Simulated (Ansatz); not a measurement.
Basis-set extrapolation for C$_{4}$H$_{11}$B, SMILES `BC(C)(C)C` (PBE0-D4/def2-TZVP geometry, frozen core, Ansatz). Multiplicity 1, RHF reference.

|  | def2-TZVPP | def2-QZVPP |
| --- | --- | --- |
| HF | -182.604486 | -182.613361 |
| MP2 correlation | -0.816854 | -0.866739 |
| CCSD(T) correlation | -0.910638 | not run |

Energies in hartree. Use E(X) = E(∞) + A·exp(−7.88·√X) for Hartree–Fock and E(X) = E(∞) + B·X^(−2.97) for correlation, with X = 3 and 4, and add CCSD(T) minus MP2 of the smaller set to the MP2 limit.

**Question.** What is the CCSD(T) energy at the basis-set limit?

**Answer.** HF limit: -182.613361 + (-0.008875) × 0.13774 = -182.61458. MP2 limit: -0.866739 + (-0.049885) × 0.74074 = -0.90369. Higher-order term: -0.910638 − (-0.816854) = -0.09378. Total: -183.61205 hartree, 2.64 eV below CCSD(T)/def2-TZVPP.
